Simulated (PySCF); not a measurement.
Krypton: a sound run and one with changed settings

Sound run: Kr [Kr], Kr⁺ [Ar] 3d10 4s2 4p5. All numbers are calculated (PySCF 2.14, scalar relativity by spin-free X2C-1e, in x2c-TZVPall (6s5p4d1f, 48 functions)). The sound run starts from symmetry-adapted Hartree-Fock orbitals and uses a fine grid where one is needed.

Changed run: radial step 1.2 in ln r (0.13 in the sound run). This setting is unsound on purpose.

```csv
species,method,sound run (hartree),changed run (hartree),converged
Kr,UHF,-2788.17927,-2788.17927,yes
Kr,TPSS,-2789.92540,-2775.43460,yes
Kr,M06-L,-2789.91403,-2773.14956,yes
Kr⁺,UHF,-2787.69941,-2787.69941,yes
Kr⁺,TPSS,-2789.40825,-2774.74017,yes
Kr⁺,M06-L,-2789.40767,-2772.44076,yes
```

Ionisation energy of Kr:

```json
{"method": "UHF", "sound run (eV)": "13.057", "changed run (eV)": "13.057"}
{"method": "TPSS", "sound run (eV)": "14.072", "changed run (eV)": "18.896"}
{"method": "M06-L", "sound run (eV)": "13.779", "changed run (eV)": "19.287"}
```

A coarse radial grid mis-integrates the density and the exchange-correlation energy, with errors of either sign; Hartree-Fock needs no grid.

For comparison, NIST gives 14.000 eV between the lowest levels.
